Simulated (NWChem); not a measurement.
BiBrCl$_{2}$; SMILES [Cl][Bi]([Cl])[Br]

This build's default masses of Se (78.918 u) and Br (79.917 u) are each other's, which moves their modes by up to 0.6 %. def2 effective core potentials on Bi; no spin-orbit coupling.

Question: Give the equilibrium geometry at PBE0/def2-SVP with def2 effective core potentials on Bi (NWChem) as a list of bonds and angles, with the point group.

Answer: point group Cs; any orientation.
Bond lengths (Å): Bi1–Cl2 2.460, Bi1–Cl3 2.460, Bi1–Br4 2.606. Angles (°): Cl2–Bi1–Cl3 99.1, Cl2–Bi1–Br4 99.4, Cl3–Bi1–Br4 99.4.
